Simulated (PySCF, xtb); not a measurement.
Si(Cl)2(Me)(NH2) (CH5Cl2NSi), SMILES C[Si](N)(Cl)Cl.

GFN2-xTB (xtb) at its own geometry gives an orbital gap of 6.70 eV and a dipole moment of 3.46 D.

Geometry: PBE0-D3(BJ)/def2-SVP. Other conformers were not sampled.

What does PBE/def2-TZVP run with PySCF give? (Estimate from the structure and the level; the computed values follow.)

gap 6.29 eV (levels -6.55 and -0.27 eV), dipole 2.47 D.
